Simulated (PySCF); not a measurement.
## Working out the electron affinity of I

I⁻ [Xe] (1S) → I [Kr] 4d10 5s2 5p5 (2P). All numbers are calculated (PySCF 2.14, scalar relativity through the core potential, in aug-cc-pVQZ-PP with ECP28MDF). Frozen: 4s2 4p6 4d10. Energies in hartree (1 hartree = 27.21139 eV):

```
            part   I⁻ (lower)    I (upper)
             UHF  -294.746848  -294.662494
CCSD correlation    -0.181018    -0.148114
             (T)    -0.008218    -0.005447
```

Q: What does Hartree-Fock give?

A: (-294.662494) − (-294.746848) = 0.084354 hartree = 2.295 eV.

Q: What do CCSD and CCSD(T) give?

A: The CCSD correlation energies differ by 0.032904 hartree = 0.895 eV and the triples by 0.002771 hartree = 0.075 eV, so CCSD gives 3.190 eV and CCSD(T) 3.265 eV.

Reference: 3.059 eV (measured; photodetachment measurements, as compiled on the Wikipedia data page of electron affinities), between the lowest levels; spin-orbit coupling is absent from the calculation.

What remains against the reference includes basis incompleteness, the frozen core and higher excitations.
